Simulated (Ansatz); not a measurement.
Steps of a relaxation of CH6BFO2Si, SMILES `B[Si](O)(F)OC` with RKS PBE0-D4/def2-TZVP.

```sh
$ ansatz run in.yaml --threads 4 --pin off --events-out ev --progress --plain --max-ram 10444MiB
```

```yaml
crystal:
  periodic: [false, false, false]
  atoms:
    - {symbol: B, position_ang: [0.207482, -2.076049, -0.133954]}
    - {symbol: Si, position_ang: [-0.377781, -0.361567, 0.720278]}
    - {symbol: O, position_ang: [-0.190287, -0.419278, 2.370456]}
    - {symbol: F, position_ang: [-1.963827, -0.185673, 0.306665]}
    - {symbol: O, position_ang: [0.413550, 1.025865, 0.224030]}
    - {symbol: C, position_ang: [0.351774, 1.565055, -1.084681]}
    - {symbol: H, position_ang: [0.648344, -2.096293, -1.267430]}
    - {symbol: H, position_ang: [0.092214, -3.138799, 0.442981]}
    - {symbol: H, position_ang: [-0.135135, 0.455453, 2.796840]}
    - {symbol: H, position_ang: [0.742792, 0.855437, -1.849876]}
    - {symbol: H, position_ang: [-0.687909, 1.839333, -1.370856]}
    - {symbol: H, position_ang: [0.975682, 2.481316, -1.120253]}
basis:
  gaussian: {orbitals: def2-TZVP}
hamiltonian: {xc: pbe0, dispersion: d4}
relax: {f_tol: 0.005, max_steps: 150}
```

Positions (Å) and forces (eV/Å) along the path, 11 of 17 steps:

```xyz
12
step=1 energy=-16494.2586 eV
B     0.207   -2.076   -0.134    0.042   -0.438   -0.235
Si   -0.378   -0.362    0.720   -0.488    1.074    0.308
O    -0.190   -0.419    2.370   -0.111    0.692   -0.804
F    -1.964   -0.186    0.307    1.254   -0.143    0.342
O     0.414    1.026    0.224   -0.539   -0.816    0.099
C     0.352    1.565   -1.085   -0.062    0.138   -0.446
H     0.648   -2.096   -1.267   -0.152    0.017    0.461
H     0.092   -3.139    0.443    0.070    0.435   -0.221
H    -0.135    0.455    2.797   -0.038   -0.629   -0.274
H     0.743    0.855   -1.850   -0.185    0.318    0.459
H    -0.688    1.839   -1.371    0.523   -0.155    0.216
H     0.976    2.481   -1.120   -0.313   -0.493    0.097
12
step=2 energy=-16494.3393 eV
B     0.197   -2.069   -0.143    0.135   -0.112   -0.032
Si   -0.373   -0.351    0.713   -0.388    0.624    0.182
O    -0.193   -0.411    2.349   -0.077    0.237   -0.570
F    -1.942   -0.173    0.303    0.758   -0.081    0.209
O     0.413    1.021    0.226   -0.326   -0.574    0.176
C     0.346    1.553   -1.079   -0.005    0.071   -0.184
H     0.652   -2.087   -1.254   -0.079   -0.007    0.110
H     0.102   -3.115    0.436   -0.019    0.118   -0.078
H    -0.138    0.452    2.775   -0.002   -0.191   -0.022
H     0.728    0.843   -1.829   -0.061    0.104    0.137
H    -0.684    1.827   -1.350    0.161   -0.048    0.062
H     0.968    2.455   -1.112   -0.096   -0.142    0.010
12
step=3 energy=-16494.3629 eV
B     0.225   -2.054   -0.138   -0.229    0.006   -0.073
Si   -0.368   -0.340    0.712    0.020   -0.038    0.024
O    -0.198   -0.401    2.329   -0.018    0.010   -0.018
F    -1.911   -0.169    0.303    0.017   -0.035   -0.003
O     0.408    1.013    0.233    0.015    0.022   -0.021
C     0.341    1.542   -1.073    0.028    0.030    0.013
H     0.637   -2.080   -1.258    0.092    0.003   -0.009
H     0.089   -3.098    0.422    0.073   -0.037    0.046
H    -0.144    0.452    2.765    0.009    0.016    0.109
H     0.720    0.830   -1.813    0.017   -0.040   -0.039
H    -0.683    1.813   -1.339   -0.055    0.015   -0.015
H     0.961    2.437   -1.108    0.031    0.048   -0.013
12
step=4 energy=-16494.3669 eV
B     0.201   -2.057   -0.146    0.080   -0.004    0.027
Si   -0.372   -0.338    0.713    0.006   -0.052   -0.002
O    -0.200   -0.404    2.330   -0.006    0.053   -0.032
F    -1.913   -0.166    0.306   -0.067    0.009   -0.005
O     0.407    1.012    0.230    0.013    0.008   -0.029
C     0.342    1.544   -1.076    0.014    0.015   -0.004
H     0.651   -2.080   -1.254   -0.026   -0.001   -0.001
H     0.103   -3.099    0.428   -0.021    0.003   -0.013
H    -0.143    0.446    2.773    0.009   -0.033    0.064
H     0.716    0.830   -1.818    0.002   -0.009   -0.006
H    -0.682    1.820   -1.341   -0.011    0.004   -0.001
H     0.967    2.437   -1.112    0.007    0.007    0.001
12
step=5 energy=-16494.3678 eV
B     0.206   -2.056   -0.143    0.017   -0.003    0.006
Si   -0.373   -0.338    0.713    0.005   -0.020    0.009
O    -0.201   -0.405    2.331   -0.009    0.060   -0.051
F    -1.917   -0.167    0.307   -0.011    0.000    0.005
O     0.407    1.013    0.228   -0.009   -0.013   -0.017
C     0.343    1.545   -1.078    0.008    0.008   -0.003
H     0.650   -2.079   -1.253   -0.004    0.001    0.000
H     0.102   -3.099    0.428   -0.003    0.002   -0.002
H    -0.143    0.443    2.779    0.005   -0.036    0.050
H     0.715    0.830   -1.820   -0.001   -0.001    0.000
H    -0.682    1.823   -1.343    0.000    0.002    0.001
H     0.969    2.437   -1.114    0.002    0.000    0.001
12
step=6 energy=-16494.3671 eV rejected
B     0.207   -2.063   -0.142    0.036    0.007   -0.009
Si   -0.365   -0.342    0.710   -0.084    0.085    0.069
O    -0.189   -0.393    2.327   -0.001   -0.252   -0.084
F    -1.914   -0.173    0.319    0.021   -0.020   -0.026
O     0.406    1.010    0.221    0.021   -0.002   -0.038
C     0.343    1.549   -1.081    0.007    0.008   -0.019
H     0.650   -2.086   -1.254   -0.009    0.001    0.002
H     0.101   -3.107    0.426   -0.006   -0.006    0.011
H    -0.167    0.442    2.791    0.016    0.181    0.107
H     0.708    0.835   -1.827    0.003   -0.008   -0.013
H    -0.680    1.836   -1.342   -0.005    0.004    0.000
H     0.976    2.436   -1.114    0.001    0.003    0.000
12
step=7 energy=-16494.3686 eV
B     0.207   -2.054   -0.143    0.010   -0.006    0.004
Si   -0.376   -0.337    0.713    0.005   -0.010   -0.007
O    -0.198   -0.404    2.330   -0.004    0.030   -0.013
F    -1.922   -0.171    0.315    0.000    0.004    0.001
O     0.400    1.014    0.224   -0.020   -0.011   -0.001
C     0.343    1.545   -1.083    0.016    0.010    0.002
H     0.655   -2.078   -1.252   -0.003    0.010   -0.001
H     0.101   -3.098    0.425   -0.004    0.001    0.006
H    -0.143    0.437    2.791    0.002   -0.027    0.020
H     0.715    0.828   -1.822   -0.003    0.003   -0.005
H    -0.679    1.830   -1.352    0.000   -0.004    0.005
H     0.974    2.434   -1.114    0.000   -0.001   -0.011
12
step=11 energy=-16494.3691 eV
B     0.215   -2.046   -0.143   -0.005   -0.006   -0.002
Si   -0.376   -0.333    0.714    0.000    0.005    0.001
O    -0.201   -0.408    2.329   -0.001    0.000    0.000
F    -1.923   -0.166    0.316    0.001   -0.004    0.001
O     0.398    1.017    0.222   -0.005   -0.004   -0.003
C     0.343    1.542   -1.087    0.010    0.005    0.002
H     0.648   -2.067   -1.257    0.001    0.002    0.002
H     0.128   -3.090    0.431    0.002    0.001    0.001
H    -0.167    0.420    2.813    0.000    0.000   -0.002
H     0.684    0.810   -1.827   -0.004    0.005    0.003
H    -0.673    1.855   -1.345    0.003   -0.002    0.002
H     1.000    2.412   -1.132   -0.002   -0.003   -0.005
12
step=13 energy=-16494.3691 eV
B     0.217   -2.047   -0.142   -0.002    0.001    0.002
Si   -0.376   -0.334    0.713   -0.001   -0.003    0.000
O    -0.203   -0.408    2.329   -0.001   -0.001    0.001
F    -1.922   -0.168    0.313    0.001   -0.002    0.002
O     0.399    1.016    0.222   -0.001    0.001   -0.005
C     0.342    1.543   -1.086    0.003    0.006   -0.004
H     0.648   -2.067   -1.258    0.001    0.000   -0.001
H     0.135   -3.090    0.433    0.000    0.001    0.000
H    -0.172    0.420    2.813    0.000    0.001   -0.002
H     0.671    0.808   -1.829   -0.003    0.004    0.005
H    -0.672    1.867   -1.338    0.008   -0.002    0.002
H     1.009    2.405   -1.135   -0.004   -0.005   -0.001
12
step=16 energy=-16494.3692 eV
B     0.222   -2.048   -0.141    0.001    0.001    0.000
Si   -0.378   -0.336    0.712   -0.001    0.000   -0.003
O    -0.207   -0.408    2.329    0.000   -0.001    0.003
F    -1.923   -0.174    0.310    0.001    0.000    0.001
O     0.396    1.016    0.222    0.000    0.001    0.002
C     0.341    1.545   -1.086   -0.001    0.002   -0.006
H     0.650   -2.067   -1.258    0.000    0.000    0.000
H     0.149   -3.090    0.436    0.000    0.000    0.000
H    -0.179    0.421    2.811    0.000    0.000   -0.001
H     0.643    0.802   -1.833   -0.001    0.004    0.004
H    -0.667    1.895   -1.327    0.006   -0.002    0.001
H     1.029    2.389   -1.141   -0.004   -0.005    0.000
12
step=17 energy=-16494.3692 eV
B     0.223   -2.047   -0.141    0.000    0.000   -0.001
Si   -0.378   -0.336    0.712   -0.001    0.002   -0.002
O    -0.208   -0.408    2.329    0.000    0.000    0.001
F    -1.924   -0.176    0.311    0.000    0.000    0.000
O     0.394    1.016    0.222    0.000    0.000    0.002
C     0.341    1.544   -1.086   -0.001    0.000   -0.003
H     0.651   -2.066   -1.258    0.000    0.000    0.000
H     0.150   -3.089    0.436    0.000    0.000    0.000
H    -0.179    0.421    2.811    0.000    0.000    0.000
H     0.640    0.800   -1.832   -0.001    0.002    0.001
H    -0.666    1.898   -1.327    0.002   -0.001    0.000
H     1.032    2.386   -1.141   -0.001   -0.002    0.000
```

Hardware: 4 threads of an Arm Neoverse V2 on a shared host. Wall time 75 s, peak host memory 0.65 GiB.
